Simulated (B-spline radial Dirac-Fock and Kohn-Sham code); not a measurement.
## Dipole and non-dipole photoemission parameters of Eu 4f7/2

System: the Eu atom, [Xe] 4f7 6s2; threshold 8.32 eV (orbital energy of the model). Method: Dirac-Hartree-Slater photoionisation with a Latter tail; cross sections with all multipoles, angular parameters from the dipole term and its interference with E2. Computed with a radial atomic solver.

Input of the calculation (task.json; shells as n, l, electrons):

```json
{"items": [{
  "Z": 63,
  "q": 0,
  "cfg": [[1, 0, 2], [2, 0, 2], [2, 1, 6], [3, 0, 2], [3, 1, 6], [3, 2, 10], [4, 0, 2], [4, 1, 6], [4, 2, 10], [4, 3, 7], [5, 0, 2], [5, 1, 6], [6, 0, 2]],
  "A": 153,
  "rrms": 5.1115,
  "do": "xps",
  "hv": [51.5, 55.1, 100.0, 200, 284.0, 318.0, 353.0, 422.0, 582.0, 600, 681.0, 721.0, 725.0, 754.0, 813.0, 1090.0, 1253.6, 1340.0, 1400.0, 1920.0, 2780.0, 2830.0, 2984.4, 3960.0, 4000, 4730.0, 5414.7, 8047.8, 11300.0, 15000],
  "edges": {"K": 48519.0, "L1": 8052.0, "L2": 7617.0, "L3": 6977.0, "M1": 1800.0, "M2": 1614.0, "M3": 1481.0, "M4": 1158.6, "M5": 1127.5, "N1": 360.0, "N2": 284.0, "N3": 257.0, "N4": 133.0, "N5": 127.7}
}]}
```

Run with: `python xray2_run.py task.json out`

For linearly polarised light dσ/dΩ = σ/(4π) [1 + β P₂(cos θ) + (δ + γ cos²θ) sin θ cos φ], with θ from the polarisation vector and φ the angle between the beam and the projection of the electron momentum on the plane normal to the polarisation.

```
hν (eV)    σ (kb)      β      γ      δ
   51.5      2910  0.535  0.006  0.009
   55.1         ?      ?      ?      ?
    100      3190  0.376  0.006  0.015
    200      1760  0.539  0.014  0.023
    284       989  0.691  0.024  0.029
    318       788  0.742  0.029  0.032
    353       629  0.789  0.036  0.035
    422       414  0.865  0.052  0.040
    582       177  0.980  0.103  0.052
    600       162  0.988  0.109  0.053
    681       112  1.021  0.140  0.059
    721      94.8  1.033  0.155  0.061
    725      93.2  1.034  0.157  0.062
    754      82.8  1.041  0.168  0.064
    813      65.6  1.053  0.192  0.068
   1090      25.5  1.072  0.304  0.085
 1253.6      15.9  1.067  0.367  0.095
   1340      12.7  1.061  0.399  0.100
   1400      10.9  1.057  0.420  0.104
   1920      3.51  1.002  0.582  0.134
   2780     0.864  0.904  0.781  0.184
   2830     0.806  0.899  0.791  0.187
 2984.4     0.654  0.883  0.820  0.196
   3960     0.211  0.798  0.972  0.251
   4000     0.202  0.795  0.977  0.253
   4730     0.101  0.744  1.066  0.293
 5414.7    0.0573  0.704  1.137  0.329
 8047.8    0.0102  0.589  1.331  0.460
  11300   0.00218  0.499  1.450  0.602
  15000  0.000586  0.435  1.521  0.746
```

Question: Give the values at 55.1 eV.

Answer: σ = 3040 kb, β = 0.502, γ = 0.006, δ = 0.010.
